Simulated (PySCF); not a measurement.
## Energy of Mo⁺ (molybdenum, charge +1) between two integer charges

The 4d alpha orbital of [Kr] 4d5 is emptied in steps (occupation f), with all orbitals relaxed, ending at [Kr] 4d4. Calculation: PySCF 2.14, in def2-TZVPPD with the def2 core potential (28 electrons) (6s4p3d2f1g, 56 functions); scalar relativity through the core potential. The exact energy is a straight line in f; departures are measured from the line between the end points of the same method.

```tsv
f	UHF (eV)	LDA (eV)	PBE (eV)
1	0.000	0.000	0.000
0.9	0.109	-0.464	-0.456
0.7	0.246	-1.093	-1.073
0.5	0.284	-1.314	-1.287
0.3	0.231	-1.114	-1.089
0.1	0.096	-0.481	-0.470
0	0.000	0.000	0.000
```

```tsv
method	E(f=0) − E(f=1) (eV)	−ε at f=1 (eV)	−ε at f=0.5 (eV)
UHF	15.108	16.343	15.063
LDA	16.650	11.521	16.589
PBE	16.416	11.373	16.368
```

Orbital energy along the path (eV):

| f | UHF | LDA | PBE |
| --- | --- | --- | --- |
| 1 | -16.343 | -11.521 | -11.373 |
| 0.9 | -16.061 | -12.502 | -12.344 |
| 0.7 | -15.537 | -14.514 | -14.330 |
| 0.5 | -15.063 | -16.589 | -16.368 |
| 0.3 | -14.632 | -18.723 | -18.453 |
| 0.1 | -14.239 | -20.909 | -20.578 |
| 0 | -14.054 | -22.020 | -21.654 |

Reference removal energy between the ground levels: 16.16 ± 0.12 eV (semi-empirical (NIST evaluation); NIST Atomic Spectra Database, ionization energies). The calculation has no spin-orbit coupling. The determinant left behind need not be the lowest term of the ion. UHF lacks correlation.
